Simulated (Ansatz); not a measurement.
`F[Si]1(Cl)[O][AlH]1`. Total charge 0; spin multiplicity 1.

```
atom   x (Å)   y (Å)   z (Å)
  F1   1.633  -0.123   1.506
 Si2   0.521  -0.508   0.438
 Cl3   0.179  -2.497   0.750
  O4  -0.832   0.436   0.549
 Al5  -0.416   0.865  -1.096
  H6  -1.085   1.827  -2.147
```

(1) What are the harmonic wavenumbers in cm⁻¹ at PBE0-D4/def2-TZVP (Ansatz, finite differences of forces, unscaled)? (Best estimate.)

(2) Is this a minimum?

(3) Give the ideal-gas thermochemistry at 298.15 K and 1 bar (rigid rotor, harmonic oscillator; point group C1, symmetry number 1).

(4) And at 400, 500, 600, 800 and 1000 K?

(5) Rotational constants (cm⁻¹)?

Results:

(1) Ansatz gave: 126, 214, 242, 268, 405, 416, 472, 629, 706, 853, 952, 1966.

(2) Yes, all 12 modes are real.

(3) Zero-point energy 43.4 kJ/mol; H(298) − E = 62.2 kJ/mol; entropy 335.5 J/(mol·K), of which translation 169.2, rotation 116.2, vibration 50.1; G(298) − E = -37.8 kJ/mol.

(4) 
| T (K) | H − E (kJ/mol) | S (J/mol/K) | G − E (kJ/mol) |
| --- | --- | --- | --- |
| 400 | 72.2 | 364.4 | -73.5 |
| 500 | 83.0 | 388.3 | -111.2 |
| 600 | 94.3 | 408.9 | -151.1 |
| 800 | 117.9 | 442.9 | -236.4 |
| 1000 | 142.6 | 470.4 | -327.8 |

(5) 0.1475, 0.05907, 0.04715.
